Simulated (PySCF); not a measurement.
A calculated (TPSS, PySCF 2.14, aug-cc-pVDZ, no relativity, point nucleus) atom or ion has these occupied shells.

```
shell  electrons  orbital energy (eV)  rms radius, mean of both spins (bohr)
 1s α          1              -6956.2                                 0.0684
 1s β          1              -6956.2                                 0.0684
 2s α          1              -818.18                                  0.293
 2s β          1              -816.40                                  0.293
 2p α          3              -705.80                                  0.262
 2p β          3              -704.35                                  0.262
 3s α          1              -102.99                                  0.881
 3s β          1              -98.319                                  0.881
 3p α          3              -70.101                                  0.938
 3p β          3              -65.423                                  0.938
 3d α          5              -17.485                                   1.26
 3d β          1              -14.033                                   1.26
 4s α          1              -12.756                                   2.88
```

Question: Name the element and its charge.

Answer: Fe⁺ (iron, charge +1), in [Ar] 3d6 4s1, high-spin 6D determinant.
